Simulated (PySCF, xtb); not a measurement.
CH₆AlFGe, SMILES [CH3][Al]([F])[GeH3].

GFN2-xTB (xtb) at its own geometry gives an orbital gap of 4.01 eV and a dipole moment of 2.29 D.

Geometry optimised at PBE0-D3(BJ)/def2-SVP. The structure was generated by enumeration; whether it is a known compound was not checked.

Task: What does B3LYP/def2-TZVP (PySCF) give? (The exact figures need the calculation; the answer reports its results.)

Result: gap 5.83 eV (levels -7.40 and -1.58 eV), dipole 1.77 D.
